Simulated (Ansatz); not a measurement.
Reaction (ligand exchange at a Ge–C bond): `C=[C]([SiH3])[GeH3]` + CH₃NH₂ → `C[NH][GeH3]` + `C=C[SiH3]`

Calculated with Ansatz (gas phase, PBE0-D4/def2-TZVP geometries, no zero-point term in ΔE). CCSD(T)/CBS adds triple-zeta CCSD(T) − MP2 to the extrapolated MP2 energy (def2 sets, frozen cores). Functionals use def2-TZVPP. B3LYP here is the variant with VWN-RPA as its local correlation; programs differ in this. For Ge outer-core shells are correlated without core-valence functions, which leaves a few kJ/mol of doubt a bond. Scalar relativity is left out up to krypton.

(1) Is it downhill or uphill in electronic energy at CCSD(T)/CBS, and by how much? (Best estimate.)

(2) What do these levels give: PBE-D4, r2SCAN-D4, B3LYP-D4, ωB97M-V, B2PLYP, B3LYP, MP2/def2-TZVPP, HF/def2-QZVPP, MP2/def2-QZVPP, SCS-MP2/def2-QZVPP, HF/CBS(def2), CCSD/CBS(def2)? (Best estimate.)

Largest T1 diagnostic among the species: 0.012.

Results:

(1) Ansatz gave: Downhill: ΔE = -3.8 kJ/mol.

(2) Ansatz gave: PBE-D4 -2.2, r2SCAN-D4 -5.9, B3LYP-D4 -6.8, ωB97M-V -6.4, B2PLYP -8.9, B3LYP -11.1, MP2/def2-TZVPP -3.3, HF/def2-QZVPP -17.5, MP2/def2-QZVPP -2.9, SCS-MP2/def2-QZVPP -6.7, HF/CBS(def2) -17.6, CCSD/CBS(def2) -5.6 kJ/mol.

The D4 term adds +4.3 kJ/mol with B3LYP and +2.5 kJ/mol with PBE0; it sums over pairs of atoms, weighted by their polarisabilities, and B3LYP, whose exchange is more repulsive, gets the larger term. In def2-TZVPP, CCSD(T) changes the Hartree–Fock value by +12.1 kJ/mol (the triples alone add +1.8 kJ/mol) and MP2 by +13.6 kJ/mol.
